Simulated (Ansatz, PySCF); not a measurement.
C3HF4, SMILES [C](=C\F)/C(F)(F)F, multiplicity 2. Atoms are numbered in the order given.

```xyz
8

F      2.8891    -0.2526     0.3179
C      1.7090     0.2131    -0.0738
C      0.5583    -0.3279     0.2644
C     -0.8603    -0.0311    -0.0163
F     -1.4676    -1.0467    -0.6442
F     -1.5489     0.2193     1.1052
F     -0.9613     1.0587    -0.8096
H      1.7839     1.1034    -0.7147
```
Charge 0, spin multiplicity 2.

Geometry optimised at B3LYP-D3(BJ)/def2-SVP. The isomer is the one that the SMILES or the coordinates give; other isomers of the formula were not compared.

Two levels are set side by side: PBE-D3(BJ)/def2-SVP (Ansatz, a quantum-chemistry and plane-wave program) and B3LYP-D3(BJ)/def2-SVP (Ansatz). Each level has its own optimised geometry; the coordinates shown are those of the second. Frequencies come from the Hessian of PySCF at each geometry. Differences are taken from unrounded values.

```csv
quantity,B3LYP-D3(BJ),PBE-D3(BJ),PBE-D3(BJ) minus B3LYP-D3(BJ)
mean bond length (Å),1.321,1.330,0.008
bond F1–C2 (Å),1.328,1.334,0.007
bond C2–C3 (Å),1.316,1.324,0.009
bond C3–C4 (Å),1.476,1.475,-0.001
bond C4–F5 (Å),1.340,1.351,0.011
bond C4–F6 (Å),1.340,1.351,0.011
bond C4–F7 (Å),1.352,1.364,0.012
bond C2–H8 (Å),1.100,1.109,0.010
highest harmonic wavenumber (cm⁻¹),3131,3047,-85
mean harmonic wavenumber (cm⁻¹),902,869,-33
zero-point energy (kcal/mol),23.20,22.35,-0.85
```

GGA bonds tend to be longer and softer than those of functionals with exact exchange. Differences between two approximate levels are no errors against the true value.
